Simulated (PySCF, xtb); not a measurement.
GeH3ITe, SMILES I[Te][GeH3].

Harmonic wavenumbers (cm⁻¹) from GFN2-xTB run with xtb 6.7.1 at its own minimum, in rising order: 54, 71, 240, 256, 438, 453, 779, 842, 871, 1936, 2024, 2054.

### Question
What does PBE-D3(BJ)/def2-SVP run with PySCF give at its own minimum? (An estimate is asked for; the answer gives what the named calculation found.)

### Answer
56, 97, 195, 223, 471, 489, 757, 825, 845, 2068, 2095, 2099. Paired by order, the mean absolute difference is 40 cm⁻¹ and the zero-point energies are 14.3 and 14.6 kcal/mol.
